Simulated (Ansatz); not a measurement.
Consider the ligand exchange at the Al–N bond: `C/C(O)=[N]\[AlH2]` + `C[SiH](O)F` → `C[SiH](F)[O][AlH2]` + `CC(=N)O`.

Computed with Ansatz on PBE0-D4/def2-TZVP structures; ΔE is electronic, products minus reactants. CBS: MP2 limit from def2 TZ/QZ plus the TZ coupled-cluster correction, frozen cores. DFT in def2-TZVPP. B3LYP here is the variant with VWN-RPA as its local correlation; programs differ in this. One conformer a species, not always the lowest.

| level | ΔE (kcal/mol) | difference from CCSD(T)/CBS |
| --- | --- | --- |
| PBE-D4 | -15.0 | 3.2 |
| r2SCAN-D4 | -16.7 | 1.5 |
| PBE0-D4 | -16.4 | 1.8 |
| B3LYP-D4 | -17.1 | 1.1 |
| ωB97X-V | -17.8 | 0.4 |
| ωB97M-V | -17.5 | 0.7 |
| B2PLYP | -17.6 | 0.6 |
| PBE | -15.0 | 3.2 |
| r2SCAN | -16.7 | 1.5 |
| PBE0 | -16.4 | 1.8 |
| B3LYP | -17.2 | 1.0 |
| HF/def2-TZVPP | -20.6 | -2.4 |
| MP2/def2-TZVPP | -17.6 | 0.6 |
| SCS-MP2/def2-TZVPP | -18.4 | -0.2 |
| CCSD/def2-TZVPP | -18.9 | -0.7 |
| CCSD(T)/def2-TZVPP | -18.2 | 0.0 |
| HF/def2-QZVPP | -21.1 | -2.9 |
| MP2/def2-QZVPP | -17.7 | 0.5 |
| SCS-MP2/def2-QZVPP | -18.6 | -0.4 |
| HF/CBS(def2) | -21.2 | -3.0 |
| MP2/CBS(def2) | -17.6 | 0.6 |
| CCSD/CBS(def2) | -18.9 | -0.7 |
| CCSD(T)/CBS | -18.2 | 0 |

Largest T1 diagnostic among the species: 0.014.

In def2-TZVPP, CCSD(T) changes the Hartree–Fock value by +2.4 kcal/mol (the triples alone add +0.7 kcal/mol) and MP2 by +3.0 kcal/mol. From PBE to PBE0 (25 % exact exchange), in def2-TZVPP and without D4, ΔE moves by −1.4 kcal/mol.
